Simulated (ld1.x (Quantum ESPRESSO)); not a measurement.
# Logarithmic derivatives: B, TM semilocal

B (Z = 5), norm-conserving Troullier–Martins (semilocal form), made with ld1.x (Quantum ESPRESSO) 7.5 (PBE, scalar-relativistic). Core [He], reference 2s2 2p1. Waves: 2s (bound): rc 1.65 bohr; 3d channel at 0.5 Ry: rc 2.30 bohr; 2p (bound): rc 3.05 bohr. Local part: the p channel. Core correction: a·sin(br)/r model core inside 1.45 bohr.

The phase is arctan(r·u′/u) with u = r·R(r), unwrapped; energies in Ry, scanned from -3 to 5 Ry. A pole is an energy at which the radial function vanishes at the test radius. The pseudo phase is shifted by a multiple of π to meet the all-electron one at the reference energy, and phase errors are pseudo minus all-electron; the curves can meet again beyond the range given. Levels narrower than the energy grid can be missing from the lists of poles.

**Question.** For each channel, where are the poles, and over which energies does the pseudopotential scatter like the atom?

**Answer.**

```
channel  radius (bohr)  reference energy (Ry)  poles, all-electron  poles, pseudo  unbroken range about the reference energy with phases within 0.05 rad  phase error 1 Ry above the reference energy (rad)
      s           3.31                  -0.69          -0.50, 2.93    -0.50, 2.83                                                              below 1.0                                             -0.003
      p           3.31                  -0.27          -0.01, 2.87     0.00, 3.46                                                              below 0.5                                             +0.090
      d           3.31                   0.50                 1.89           1.90                                                              below 3.4                                             +0.000
```

Phases in the d channel:

```json
{"E (Ry)": "-3.00", "all-electron": "1.404", "pseudo": "1.404"}
{"E (Ry)": "-2.76", "all-electron": "1.398", "pseudo": "1.398"}
{"E (Ry)": "-2.52", "all-electron": "1.391", "pseudo": "1.391"}
{"E (Ry)": "-2.28", "all-electron": "1.383", "pseudo": "1.383"}
{"E (Ry)": "-2.04", "all-electron": "1.373", "pseudo": "1.373"}
{"E (Ry)": "-1.80", "all-electron": "1.362", "pseudo": "1.362"}
{"E (Ry)": "-1.56", "all-electron": "1.350", "pseudo": "1.350"}
{"E (Ry)": "-1.32", "all-electron": "1.334", "pseudo": "1.334"}
{"E (Ry)": "-1.08", "all-electron": "1.316", "pseudo": "1.316"}
{"E (Ry)": "-0.84", "all-electron": "1.292", "pseudo": "1.292"}
{"E (Ry)": "-0.60", "all-electron": "1.260", "pseudo": "1.260"}
{"E (Ry)": "-0.36", "all-electron": "1.217", "pseudo": "1.217"}
{"E (Ry)": "-0.12", "all-electron": "1.152", "pseudo": "1.152"}
{"E (Ry)": "0.12", "all-electron": "1.044", "pseudo": "1.044"}
{"E (Ry)": "0.36", "all-electron": "0.832", "pseudo": "0.832"}
{"E (Ry)": "0.60", "all-electron": "0.321", "pseudo": "0.321"}
{"E (Ry)": "0.84", "all-electron": "-0.588", "pseudo": "-0.588"}
{"E (Ry)": "1.08", "all-electron": "-1.126", "pseudo": "-1.126"}
{"E (Ry)": "1.32", "all-electron": "-1.351", "pseudo": "-1.351"}
{"E (Ry)": "1.56", "all-electron": "-1.470", "pseudo": "-1.469"}
{"E (Ry)": "1.80", "all-electron": "-1.546", "pseudo": "-1.546"}
{"E (Ry)": "2.04", "all-electron": "-1.605", "pseudo": "-1.605"}
{"E (Ry)": "2.28", "all-electron": "-1.659", "pseudo": "-1.657"}
{"E (Ry)": "2.52", "all-electron": "-1.715", "pseudo": "-1.712"}
{"E (Ry)": "2.76", "all-electron": "-1.784", "pseudo": "-1.780"}
{"E (Ry)": "3.00", "all-electron": "-1.887", "pseudo": "-1.878"}
{"E (Ry)": "3.24", "all-electron": "-2.082", "pseudo": "-2.059"}
{"E (Ry)": "3.48", "all-electron": "-2.593", "pseudo": "-2.511"}
{"E (Ry)": "3.72", "all-electron": "-3.651", "pseudo": "-3.534"}
{"E (Ry)": "3.96", "all-electron": "-4.208", "pseudo": "-4.160"}
{"E (Ry)": "4.20", "all-electron": "-4.413", "pseudo": "-4.389"}
{"E (Ry)": "4.44", "all-electron": "-4.514", "pseudo": "-4.498"}
{"E (Ry)": "4.68", "all-electron": "-4.575", "pseudo": "-4.563"}
{"E (Ry)": "4.92", "all-electron": "-4.617", "pseudo": "-4.607"}
```
